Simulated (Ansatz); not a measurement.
Reaction: BNH (SMILES B=[N], doublet) → BNH (SMILES [B]=N, doublet)
Each species at its own B3LYP-D3(BJ)/def2-TZVP minimum (Ansatz, a program for electronic structure).

Total energies in hartree (Ansatz). UHF or UKS for unpaired electrons; spin-orbit terms are left out. Cores are frozen in correlated methods. No relativity. The UHF reference of HBN (B=[N], doublet) is spin-contaminated (<S^2> up to 0.03 over the pure value in the sets run). The UHF reference of HBN ([B]=N, doublet) is spin-contaminated (<S^2> up to 0.10 over the pure value in the sets run).

```tsv
species	HF/cc-pVTZ	CCSD(T)/cc-pVTZ	HF/cc-pVQZ	CCSD(T)/cc-pVQZ	CCSDT(Q)/cc-pVQZ
1: BNH (SMILES B=[N], doublet)	-79.66037	-79.94146	-79.66593	-79.96304	-79.96470
2: BNH (SMILES [B]=N, doublet)	-79.67945	-79.97170	-79.68557	-79.99468	-79.99623
```

Task: Work out the isomerisation energy (electronic) in kcal/mol: take Hartree-Fock from cc-pVQZ, extrapolate the CCSD(T) correlation energy as X^-3 (X = 3, 4), and add CCSDT(Q) - CCSD(T) in cc-pVQZ. 1 hartree = 627.51 kcal/mol.

Result: 
Species 1: correlation (64·(-0.29711) - 27·(-0.28109))/37 = -0.30880; step -0.00166; E1 = -79.66593 + (-0.30880) + (-0.00166) = -79.97639
Species 2: correlation (64·(-0.30911) - 27·(-0.29225))/37 = -0.32141; step -0.00155; E2 = -79.68557 + (-0.32141) + (-0.00155) = -80.00853
-1·E1 +1·E2 = -0.03214 hartree = -20.2 kcal/mol.
